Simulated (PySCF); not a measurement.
**Interval between two levels of Ge²⁺ by level of theory**

Ge²⁺ [Ar] 3d10 4s2 → Ge²⁺ [Ar] 3d9 4s2 4p1 [3F4, M_J = 4], as a difference of total energies. Computed with PySCF 2.14 in x2c-TZVPall-2c with one added diffuse shell each of s, p, d type (7s8p5d1f, 63 functions), with the two-component X2C-1e Hamiltonian. Correlated levels: [Ne] frozen. "Screened" scales the spin-orbit matrix elements by Boettger's factors to mimic the two-electron term; Breit and QED terms are absent.

| method | interval between two levels (cm⁻¹) |
| --- | --- |
| GHF (spin-free) | 252410 |
| GMP2 (spin-free) | 264260 |
| GHF (screened spin-orbit) | 251440 |
| GMP2 (screened spin-orbit) | 263290 |

The labels give the starting determinants; with spin-orbit coupling the two ends relaxed to ⟨J²⟩ = 0.00, ⟨L²⟩ = 0.00, ⟨S²⟩ = 0.00 and ⟨J²⟩ = 20.01, ⟨L²⟩ = 12.01, ⟨S²⟩ = 2.00.
